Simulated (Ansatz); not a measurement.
`[CH3][Ga]([CH3])[SeH]` and `[CH3][Ga]([F])[SeH]` differ in one atom or group.

Ansatz, PBE0-D4/def2-TZVP geometries, multiplicity 1. Each molecule was computed in one conformer, which needn't be the lowest.

Scalar relativity is left out up to krypton.

```
                                          property  `[CH3][Ga]([CH3])[SeH]`
size of the dipole moment (ωB97M-V/def2-TZVPP) / D                     1.95
              HOMO–LUMO gap (PBE0/def2-TZVPP) / eV                     6.25
               HOMO energy (B3LYP/def2-TZVPP) / eV                    -6.72
                LUMO energy (PBE0/def2-TZVPP) / eV                    -0.71
             HOMO–LUMO gap (B3LYP/def2-TZVPP) / eV                     5.76
           HOMO–LUMO gap (ωB97M-V/def2-TZVPP) / eV                    10.06
```

Question: Give the same properties after the change, and the shifts. (Estimate.)

Answer: The calculation gave: 
```tsv
property	`[CH3][Ga]([F])[SeH]`	shift
size of the dipole moment (ωB97M-V/def2-TZVPP) / D	2.08	0.13
HOMO–LUMO gap (PBE0/def2-TZVPP) / eV	6.66	0.41
HOMO energy (B3LYP/def2-TZVPP) / eV	-7.20	-0.48
LUMO energy (PBE0/def2-TZVPP) / eV	-0.78	-0.07
HOMO–LUMO gap (B3LYP/def2-TZVPP) / eV	6.16	0.40
HOMO–LUMO gap (ωB97M-V/def2-TZVPP) / eV	10.50	0.44
```

With PBE0 the HOMO falls by 0.48 eV and the LUMO falls by 0.07 eV, so the gap widens by about 0.41 eV. PBE moves the HOMO by -0.44 eV and ωB97M-V by -0.49 eV. Dipoles are sizes alone; their direction can turn.

B3LYP here is the variant with VWN-RPA as its local correlation; programs differ in this.

Spin–orbit coupling is left out; it splits and shifts lone-pair levels of the heavy atoms by tenths of an eV.
